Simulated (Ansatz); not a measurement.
Stepwise reaction of `CN[Si](N)(F)F` with hydrogen, as a gas-phase model of exchange steps in deposition or etching. ΔE in kJ/mol.

Computed with Ansatz on PBE0-D4/def2-TZVP structures; ΔE is electronic, products minus reactants. CBS: MP2 limit from def2 TZ/QZ plus the TZ coupled-cluster correction, frozen cores. This one scheme is used for every species. DFT in def2-TZVPP. B3LYP here is the variant with VWN-RPA as its local correlation; programs differ in this. Each species was taken in one conformer, which may not be the lowest.

| step | reaction | PBE-D4 | B3LYP-D4 | ωB97M-V | CCSD(T)/CBS |
| --- | --- | --- | --- | --- | --- |
| 1 | `CN[Si](N)(F)F` + H₂ → `CN[SiH](N)F` + H–F | 135.5 | 145.7 | 146.2 | 142.0 |
| 2 | `CN[SiH](N)F` + H₂ → `CN[SiH2]N` + H–F | 141.9 | 151.0 | 151.7 | 147.7 |

Problem. By hand: ΔE of the 2 steps together at CCSD(T)/CBS.

Solution. (142.0) + (147.7) = 289.7 kJ/mol, or 144.8 kJ/mol a step.

In ΔE each step is higher than the one before. All are uphill at CCSD(T)/CBS. PBE-D4 differs from CCSD(T)/CBS by -6.5 to -5.8 kJ/mol a step. Isolated molecules leave out the surface, adducts and barriers. Largest T1 diagnostic: 0.010.
